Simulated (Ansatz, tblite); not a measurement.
Removing an electron: [ScF6]3- (ScF₆³⁻). Total charge -3; singlet. Geometry: r2SCAN-D4/def2-SVPD. Ansatz, gas phase; energy differences of separate SCF runs; the oxidised species was run as a doublet alone.

```
atom    x (Å)    y (Å)    z (Å)
 Sc1   0.0000   0.0000   0.0000
  F2  -1.3428  -1.3238   0.8851
  F3   1.3428   1.3238  -0.8852
  F4   0.2065  -1.2931  -1.6199
  F5  -0.2066   1.2931   1.6199
  F6   1.5790  -0.9563   0.9650
  F7  -1.5790   0.9563  -0.9650
```

The xTB rows come from tblite. A multiply charged anion in the gas phase is held together partly by the finite basis. Removing one electron lowers the energy by 2.92 eV at PBE0-D4/def2-TZVPD, so it isn't bound. HOMO above LUMO, or a gap near zero within one spin, warns that the state may not be the lowest or that an electron is smeared out.

```
             level  −HOMO (eV)  vertical IE (eV)  −LUMO (eV)  HOMO–LUMO gap (eV)                                                                                                 remarks
          GFN1-xTB       -2.70              0.29       -5.55                2.85                                                                                                       –
          GFN2-xTB       -2.85              0.12       -7.39                4.54                                                                                                       –
 PBE-D4/def2-TZVPD       -6.46             -3.90       -8.86                2.39  HOMO above zero (-2 doublet), HOMO above zero (-3 singlet), gap within one spin near zero (-2 doublet)
PBE0-D4/def2-TZVPD       -4.70             -2.92       -9.21                4.50                                                                            HOMO above zero (-3 singlet)
```

Relaxing the oxidised species (r2SCAN-D4/def2-SVPD) changes its energy by -0.01 eV at PBE-D4/def2-TZVPD, so the adiabatic ionisation energy to this nearest minimum is -3.91 eV. At PBE0-D4/def2-TZVPD it is -3.01 eV. The highest occupied level of the relaxed charge -2 doublet lies above zero (up to 1.37 eV). It is a level of β spin, whose loss leaves a triplet; that state wasn't run at this geometry and level. The electron is either unbound and held by the finite basis, or the level is raised by self-interaction error. The gap within one spin of the relaxed charge -2 doublet nearly closes, so an electron or hole may be smeared out by delocalisation error.    A HOMO above zero means that the electron is unbound at that level or that self-interaction error raises the level; the energy of removing that electron tells which. Raw xTB energy differences between charge states are shifted by several eV; the methods need an empirical correction for them.
